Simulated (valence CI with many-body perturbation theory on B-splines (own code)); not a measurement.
## Which ion has this spectrum?

A relativistic CI+MBPT calculation for an atom or ion with 21 electrons gives these levels (cm⁻¹):

| J | Parity | E | g |
| --- | --- | --- | --- |
| 3/2 | even | 0 | 0.69 |
| 5/2 | even | 312228 | 1.05 |
| 3/2 | even | 359581 | 1.19 |
| 7/2 | even | 381876 | 1.05 |
| 9/2 | even | 385826 | 1.05 |
| 1/2 | even | 396398 | 1.83 |
| 5/2 | even | 551686 | 1.28 |
| 7/2 | even | 689261 | 1.10 |
| 9/2 | even | 719588 | 1.13 |
| 3/2 | even | 756277 | 1.12 |
| 1/2 | even | 776665 | 1.48 |
| 11/2 | even | 789284 | 1.08 |
| 5/2 | even | 795137 | 1.25 |
| 5/2 | even | 846717 | 1.10 |

The energies are calculated, and their last digits are not significant.

Which is it?
A. Tm48+
B. Ho46+
C. Er47+
D. Dy45+

B. Ho46+, ground level (3d3/2^3) J=3/2.
